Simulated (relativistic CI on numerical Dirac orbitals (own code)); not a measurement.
## Sc²⁺ in a cubic cluster: 3p photoemission with charge transfer

Computed with a charge-transfer multiplet model of a cubic metal-ligand cluster with up to 2 ligand holes, Slater and spin-orbit integrals from Dirac-Coulomb-Breit ions, Slater integrals scaled by 0.7. The ground state mixes d1 with configurations of k ligand holes L, whose averages lie at kΔ + k(k − 1)U_dd/2; a core hole lowers each added d electron by U_cd. 20 K, Lorentzian 0.9 eV and Gaussian 0.8 eV FWHM.

Atomic integrals in eV (Slater integrals scaled, ζ unscaled), ground: F2dd 4.121, F4dd 2.525, zeta_d 0.008; with the core hole: F2dd 4.121, F4dd 2.525, zeta_d 0.012, zeta_core 0.340, F2cd 6.767, G1cd 8.453, G3cd 5.135. Where a configuration has fewer than two d electrons, the dd integrals are those of d2.

Cluster parameters (eV): Δ = 7.7, U_cd = 5.5, 10Dq = 0.4, 10Dq(ligand) = 0, V(eg) = 2.55, V(t2g) = -1.32, final-state hopping factor = 1.

| Case | n_d | d1 | d2L | d3L2 | S |
| --- | --- | --- | --- | --- | --- |
| U_dd = 4.1 eV | 1.35 | 0.68 | 0.29 | 0.03 | 0.50 |
| U_dd = 4.8 eV | 1.34 | 0.69 | 0.29 | 0.03 | 0.50 |
| U_dd = 6.9 eV | 1.33 | 0.70 | 0.28 | 0.02 | 0.50 |

Weights, n_d and S are thermal averages at 20 K. Binding energies count from the first peak over 30 % of the highest in each spectrum, which can be another peak from case to case. The parameters are a model scan and need not match a compound or its usual spin state. Peaks in eV (height, largest 100):
- U_dd = 4.1 eV: 0.0 (100), 1.5 (89), 6.4 (8), 10.0 (21)
- U_dd = 4.8 eV: 0.0 (100), 1.5 (90), 6.5 (8), 10.1 (21)
- U_dd = 6.9 eV: 0.0 (100), 1.5 (90), 7.2 (7), 10.2 (19), 11.5 (12)

Curve for U_dd = 4.1 eV (points under 2 left out, the grid thinned):

```csv
E (eV),Intensity
-4.7,2.4
-4.3,2.8
-3.8,3.6
-3.4,4.6
-2.9,6.4
-2.5,9.0
-2.0,15.5
-1.6,27.6
-1.1,57.5
-0.7,82.9
-0.2,98.4
0.2,98.1
0.6,86.3
1.1,83.8
1.5,89.2
2.0,71.7
2.4,47.6
2.9,25.0
3.3,15.8
3.8,10.8
4.2,8.7
4.7,7.7
5.1,7.4
5.5,7.5
6.0,7.9
6.4,8.1
6.9,8.1
7.3,8.1
7.8,8.5
8.2,9.8
8.7,12.9
9.1,15.4
9.6,18.9
10.0,21.1
10.4,19.1
10.9,15.6
11.3,14.7
11.8,10.4
12.2,6.2
12.7,3.4
13.1,2.6
13.6,2.2
14.0,2.2
14.5,2.2
14.9,2.1
```

For the case U_dd = 4.8 eV, Δ = 7.7 eV is larger than U_dd = 4.8 eV, the Mott-Hubbard side of the Zaanen-Sawatzky-Allen scheme. With the core hole the average of the configuration with one ligand hole lies at Δ − U_cd = 2.2 eV before mixing: the effective hopping of about 5.7 eV (from the holes of the mixed ground state) is comparable with this gap or larger, so the configurations mix strongly.
